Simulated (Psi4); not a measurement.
HFOSe (SMILES O[Se]F), singlet, at a GFN2-xTB geometry, atoms displaced at random by about 0.08 Å a coordinate; PBE0/STO-3G, gradient (Psi4).

The Psi4 input:
```
memory 2 GB

molecule mol {
0 1
  Se    0.080612    0.153729    0.416318
  F    -0.125602    1.426087   -0.648742
  O    -0.188925   -1.415348   -0.821763
  H    -1.068409   -1.438299   -0.905823
symmetry c1
no_reorient
no_com
}

set basis sto-3g
set reference rks

gradient('pbe0')
print_variables()
```

It wrote (shortened):

```
gradient() will perform analytic gradient computation.

   => Loading Basis Set <=

    Name: STO-3G
    Role: ORBITAL
    Keyword: BASIS

         ---------------------------------------------------------
                                   SCF
               by Justin Turney, Rob Parrish, Andy Simmonett
                          and Daniel G. A. Smith
                              RKS Reference
         ---------------------------------------------------------

  ==> Geometry <==

    Molecular point group: c1
    Full point group: C1

    Geometry (in Angstrom), charge = 0, multiplicity = 1:

       Center              X                  Y                   Z               Mass
    ------------   -----------------  -----------------  -----------------  -----------------
         SE           0.080612000000     0.153729000000     0.416318000000    79.916521800000
         F           -0.125602000000     1.426087000000    -0.648742000000    18.998403162730
         O           -0.188925000000    -1.415348000000    -0.821763000000    15.994914619570
         H           -1.068409000000    -1.438299000000    -0.905823000000     1.007825032230

  Running in c1 symmetry.

  Rotational constants: A =      0.48998  B =      0.21904  C =      0.15329 [cm^-1]
  Rotational constants: A =  14689.27928  B =   6566.63911  C =   4595.63655 [MHz]
  Nuclear repulsion =  195.557909287037461

  Charge       = 0
  Multiplicity = 1
  Electrons    = 52
  Nalpha       = 26
  Nbeta        = 26

  ==> Algorithm <==

  SCF Algorithm Type is DF.
  DIIS enabled.
  MOM disabled.
  Fractional occupation disabled.
  Guess Type is SAD.
  Energy threshold   = 1.00e-08
  Density threshold  = 1.00e-08
  Integral threshold = 1.00e-12

  ==> Primary Basis <==

  Basis Set: STO-3G
    Blend: STO-3G
    Number of shells: 15
    Number of basis functions: 29
    Number of Cartesian functions: 30
    Spherical Harmonics?: true
    Max angular momentum: 2

  ==> DFT Potential <==

   => LibXC <=

    Version 7.1.2
    S. Lehtola, C. Steigemann, M. J. T. Oliveira, and M. A. L. Marques,  SoftwareX 7, 1–5 (2018) (10.1016/j.softx.2017.11.002)

   => Composite Functional: PBE0 <=

    PBE0 Hyb-GGA Exchange-Correlation Functional

    C. Adamo and V. Barone,  J. Chem. Phys. 110, 6158 (1999) (10.1063/1.478522)
    M. Ernzerhof and G. E. Scuseria,  J. Chem. Phys. 110, 5029 (1999) (10.1063/1.478401)

    Deriv               =              1
    GGA                 =           TRUE
    Meta                =          FALSE

    Exchange Hybrid     =           TRUE
    MP2 Hybrid          =          FALSE

   => Exchange Functionals <=

    0.7500   Perdew, Burke & Ernzerhof

   => Exact (HF) Exchange <=

    0.2500               HF

   => Correlation Functionals <=

    1.0000   Perdew, Burke & Ernzerhof

   => LibXC Density Thresholds  <==

    XC_HYB_GGA_XC_PBEH:  1.00E-15

   => Molecular Quadrature <=

    Radial Scheme          =       TREUTLER
    Pruning Scheme         =           NONE
    Nuclear Scheme         =       TREUTLER

    Blocking Scheme        =         OCTREE
    BS radius alpha        =              1
    Pruning alpha          =              1
    Radial Points          =             75
    Spherical Points       =            302
    Total Points           =          84569
    Total Blocks           =            693
    Max Points             =            256
    Max Functions          =             27
    Weights Tolerance      =       1.00E-15

   => Loading Basis Set <=

    Name: (STO-3G AUX)
    Role: JKFIT
    Keyword: DF_BASIS_SCF

  ==> Integral Setup <==

  SCF_SUBTYPE=INCORE selected. In-core MEM_DF algorithm will be used.
  Using in-core AOs.

  ==> MemDFJK: Density-Fitted J/K Matrices <==

    J tasked:                   Yes
    K tasked:                   Yes
    wK tasked:                   No
    Algorithm:                 Core
    Schwarz Cutoff:           1E-12
    Mask sparsity (%):       2.6159
    Fitting Condition:        1E-10

   => Auxiliary Basis Set <=

  Basis Set: (STO-3G AUX)
    Blend: DEF2-UNIVERSAL-JKFIT
    Number of shells: 116
    Number of basis functions: 438
    Number of Cartesian functions: 577
    Spherical Harmonics?: true
    Max angular momentum: 5

  Minimum eigenvalue in the overlap matrix is 3.1770212695E-01.
  Reciprocal condition number of the overlap matrix is 1.7504327194E-01.
    Using symmetric orthogonalization.

  ==> Pre-Iterations <==

  SCF Guess: Superposition of Atomic Densities via on-the-fly atomic UHF (no occupation information).

   -------------------------
    Irrep   Nso     Nmo
   -------------------------
     A         29      29
   -------------------------
    Total      29      29
   -------------------------

  ==> Iterations <==

                           Total Energy        Delta E     RMS |[F,P]|

   @DF-RKS iter SAD: -2545.44966700321083   -2.54545e+03   0.00000e+00
   @DF-RKS iter   1: -2547.48652311569549   -2.03686e+00   1.13404e-02 DIIS/ADIIS
   @DF-RKS iter   2: -2547.50528875182999   -1.87656e-02   8.20968e-03 DIIS/ADIIS
   @DF-RKS iter   3: -2547.55727097685713   -5.19822e-02   2.19306e-03 DIIS/ADIIS
   @DF-RKS iter   4: -2547.56004435333580   -2.77338e-03   9.33894e-04 DIIS/ADIIS
   @DF-RKS iter   5: -2547.56065191151083   -6.07558e-04   1.13026e-04 DIIS/ADIIS
   @DF-RKS iter   6: -2547.56066179663821   -9.88513e-06   4.02839e-06 DIIS
   @DF-RKS iter   7: -2547.56066181850156   -2.18633e-08   9.41322e-07 DIIS
   @DF-RKS iter   8: -2547.56066181944198   -9.40418e-10   1.04427e-07 DIIS
   @DF-RKS iter   9: -2547.56066181945835   -1.63709e-11   1.72564e-08 DIIS
   @DF-RKS iter  10: -2547.56066181946107   -2.72848e-12   6.92981e-10 DIIS
  Energy and wave function converged.

  ==> Post-Iterations <==

   Electrons on quadrature grid:
      Ntotal   =   51.9999389573 ; deviation = -6.104e-05

    Orbital Energies [Eh]
    ---------------------

    Doubly Occupied:

[...]
    Virtual:

[...]
    Final Occupation by Irrep:
              A
    DOCC [    26 ]
    NA   [    26 ]
    NB   [    26 ]

  @DF-RKS Final Energy: -2547.56066181946107

   => Energetics <=

    Nuclear Repulsion Energy =            195.5579092870374609
    One-Electron Energy =               -3955.8298908467768342
    Two-Electron Energy =                1293.4707290149920027
    DFT Exchange-Correlation Energy =     -80.7594092747137609
    Empirical Dispersion Energy =           0.0000000000000000
    VV10 Nonlocal Energy =                  0.0000000000000000
    Total Energy =                      -2547.5606618194610746

Computation Completed

Properties will be evaluated at   0.000000,   0.000000,   0.000000 [a0]

Properties computed using the SCF density matrix

 Multipole Moments:

 ------------------------------------------------------------------------------------
     Multipole            Electronic (a.u.)      Nuclear  (a.u.)        Total (a.u.)
 ------------------------------------------------------------------------------------

 L = 1.  Multiply by 2.5417464519 to convert [e a0] to [Debye]
 Dipole X            :          1.2974361           -1.8319364           -0.5345003
 Dipole Y            :         -9.9335244           10.0164669            0.0829424
 Dipole Z            :         -1.5884424            1.5802022           -0.0082402
 Magnitude           :                                                    0.5409602

 ------------------------------------------------------------------------------------

         ------------------------------------------------------------
                                   SCF GRAD
                          Rob Parrish, Justin Turney,
                       Andy Simmonett, and Alex Sokolov
         ------------------------------------------------------------

  ==> Geometry <==

    Molecular point group: c1
    Full point group: C1

    Geometry (in Angstrom), charge = 0, multiplicity = 1:

       Center              X                  Y                   Z               Mass
    ------------   -----------------  -----------------  -----------------  -----------------
         SE           0.080612000000     0.153729000000     0.416318000000    79.916521800000
         F           -0.125602000000     1.426087000000    -0.648742000000    18.998403162730
         O           -0.188925000000    -1.415348000000    -0.821763000000    15.994914619570
         H           -1.068409000000    -1.438299000000    -0.905823000000     1.007825032230

  Nuclear repulsion =  195.557909287037461

  ==> Basis Set <==

  Basis Set: STO-3G
    Blend: STO-3G
    Number of shells: 15
    Number of basis functions: 29
    Number of Cartesian functions: 30
    Spherical Harmonics?: true
    Max angular momentum: 2

  ==> DFJKGrad: Density-Fitted SCF Gradients <==

    Gradient:                    1
    J tasked:                  Yes
    K tasked:                  Yes
    wK tasked:                  No
    Integrals threads:           1
    Schwarz Cutoff:          1E-12
    Fitting Condition:       1E-10

   => Auxiliary Basis Set <=

  Basis Set: (STO-3G AUX)
    Blend: DEF2-UNIVERSAL-JKFIT
    Number of shells: 116
    Number of basis functions: 438
    Number of Cartesian functions: 577
    Spherical Harmonics?: true
    Max angular momentum: 5

  ==> DFT Potential <==

   => LibXC <=

    Version 7.1.2
    S. Lehtola, C. Steigemann, M. J. T. Oliveira, and M. A. L. Marques,  SoftwareX 7, 1–5 (2018) (10.1016/j.softx.2017.11.002)

   => Composite Functional: PBE0 <=

    PBE0 Hyb-GGA Exchange-Correlation Functional

    C. Adamo and V. Barone,  J. Chem. Phys. 110, 6158 (1999) (10.1063/1.478522)
    M. Ernzerhof and G. E. Scuseria,  J. Chem. Phys. 110, 5029 (1999) (10.1063/1.478401)

    Deriv               =              1
    GGA                 =           TRUE
    Meta                =          FALSE

    Exchange Hybrid     =           TRUE
    MP2 Hybrid          =          FALSE

   => Exchange Functionals <=

    0.7500   Perdew, Burke & Ernzerhof

   => Exact (HF) Exchange <=

    0.2500               HF

   => Correlation Functionals <=

    1.0000   Perdew, Burke & Ernzerhof

   => LibXC Density Thresholds  <==

    XC_HYB_GGA_XC_PBEH:  1.00E-15

   => Molecular Quadrature <=

    Radial Scheme          =       TREUTLER
    Pruning Scheme         =           NONE
    Nuclear Scheme         =       TREUTLER

    Blocking Scheme        =         OCTREE
    BS radius alpha        =              1
    Pruning alpha          =              1
    Radial Points          =             75
    Spherical Points       =            302
    Total Points           =          84569
    Total Blocks           =            693
    Max Points             =            256
    Max Functions          =             27
    Weights Tolerance      =       1.00E-15

  -Total Gradient:
     Atom            X                  Y                   Z
    ------   -----------------  -----------------  -----------------
       1       -0.001515410220     0.122257527636    -0.036868554496
       2        0.012612229337    -0.070874114894     0.069327653164
       3       -0.228708612456    -0.051042359381    -0.046673337609
       4        0.217552118480    -0.000260892346     0.014112044050

  Variable Map:
  ----------------------------------------------------------------------------
[...]
  Array Variable Map:
  ----------------------------------------------------------------------------
[...]
[...]
```
